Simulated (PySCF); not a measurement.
Atom-mapped SMILES (the numbers label the heavy atoms): `[CH3:1][C:2]1([SiH:3]([OH:4])[OH:5])[CH2:6][CH2:7]1`. Hydrogens are named by the atom that carries them.

Computed data (PySCF 2.14.0 with density-fitted response routines): shieldings: GIAO PBE0/pcSseg-1, GFN2-xTB structure. Non-relativistic Hamiltonian, no solvent model, one averaged value for each set of equivalent atoms, single conformer.

Scale: 13C, 1H, 29Si against TMS; H2O for 17O (reference shieldings calculated alike).

| atoms | nucleus | count | δ (ppm) |
| --- | --- | --- | --- |
| O4/O5 | 17O | 2 | ? |
| Ha(C6)/Hb(C7) | 1H | 2 | 0.22 |
| H(O4)/H(O5) | 1H | 2 | 1.64 |
| C1 | 13C | 1 | ? |
| H(C1) | 1H | 3 | 1.12 |
| Si3 | 29Si | 1 | -14.1 |
| H(Si3) | 1H | 1 | 4.50 |
| C2 | 13C | 1 | 5.1 |
| Hb(C6)/Ha(C7) | 1H | 2 | ? |
| C6/C7 | 13C | 2 | 8.5 |

Q: Fill in the missing shifts.

A: 
- C1: 21.6 ppm, methyl carbon; aliphatic region, no heteroatom directly attached
- Hb(C6)/Ha(C7): 0.08 ppm, hydrogen on a three-membered-ring carbon; cyclopropane-type protons are shielded by the ring
- O4/O5: 41.5 ppm, oxygen bonded to Si, H

OH/NH shifts are gas-phase values; hydrogen bonding in solution moves them, usually downfield. Shifts are as computed. Against solution values, carbons near 30 ppm lie about +3 ppm off and those near 130 ppm about +5 ppm. Of 1211 compounds with measured shifts, 218 miss one by over three times the rms of a fit or turn the order of signals round; such compounds aren't used in these exercises. Experimental scales use liquid or dissolved standards, which lie at an offset from isolated H2O (liquid H2O: subtract about 36 ppm).
